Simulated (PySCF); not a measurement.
Ionisation energy of Gd⁶¹⁺ by level of theory

Gd⁶¹⁺ [He] 2s1 (2S) → Gd⁶²⁺ 1s2 (1S), as a difference of total energies. All numbers are calculated (PySCF 2.14, scalar relativity by spin-free X2C-1e, in an uncontracted even-tempered set (19 s from 38 bohr⁻², ratio 2.2; 8 p from 58 bohr⁻², ratio 2.4; 5 d from 170 bohr⁻², ratio 2.4; 5 f from 260 bohr⁻², ratio 2.4; 4 g from 390 bohr⁻², ratio 2.4)). Correlated levels: nothing frozen; virtual orbitals above 40 to 60 times the deepest correlated orbital energy dropped. The calculations carry no spin-orbit coupling.

```tsv
method	ionisation energy (eV)
UHF	14240.4
LDA	14230.2
PBE	14246.7
PBE0	14245.2
TPSS	14245.3
PW91	14247.6
SCS-MP2 (all electrons)	14240.6
```

Problem. Estimate what MP2 (all electrons) gives.

Solution. 14240.7 eV, closest to SCS-MP2 (all electrons) among the rows shown.

Problem. Estimate what r2SCAN gives.

Solution. 14236.9 eV, closest to UHF among the rows shown.

For this ion Breit and QED terms and the two-electron picture change, all absent here, outweigh the differences among the correlated methods.

For comparison: 14224.57 ± 0.1 eV (theoretical estimate listed by NIST; NIST Atomic Spectra Database, ionization energies).
